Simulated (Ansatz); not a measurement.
Two isomers of Ge3H12Si3: A = `[SiH2]1[SiH2][GeH2][GeH2][SiH2][GeH2]1`, B = `[SiH2]1[GeH2][SiH2][GeH2][SiH2][GeH2]1`.

Program: Ansatz. Geometries: PBE0-D4/def2-TZVP. ΔE: electronic, gas phase. CBS: MP2 limit from def2 TZ/QZ plus the TZ coupled-cluster correction, frozen cores. Functionals use def2-TZVPP. B3LYP here is the variant with VWN-RPA as its local correlation; programs differ in this. For Ge outer-core shells are correlated without core-valence functions, which leaves a few kJ/mol of doubt a bond. Scalar relativity is left out up to krypton.

Q: Which is lower in electronic energy at CCSD(T)/CBS, and by how much? (Best estimate.)

A: Computed: B, by 0.5 kJ/mol. So small a gap doesn't settle the order.

Q: Give E(B) − E(A) in kJ/mol with CCSD/def2-TZVPP, CCSD(T)/def2-TZVPP, B3LYP-D4, CCSD(T)/def2-SVP, PBE-D4, MP2/def2-TZVPP, HF/def2-TZVPP. (Best estimate.)

A: The calculation gave: CCSD/def2-TZVPP 0.5, CCSD(T)/def2-TZVPP 0.3, B3LYP-D4 1.4, CCSD(T)/def2-SVP 1.1, PBE-D4 1.1, MP2/def2-TZVPP 0.1, HF/def2-TZVPP 1.9. The order is the other way round with CCSD/def2-TZVPP, B3LYP-D4, CCSD(T)/def2-SVP, PBE-D4, HF/def2-TZVPP.

Largest T1 diagnostic: 0.013.

Leaving LDA and LC-ωPBE aside and taking each functional with its dispersion term where it has one, the values, not all of them listed here, spread over 2.0 kJ/mol, from ωB97M-V to BLYP-D4.
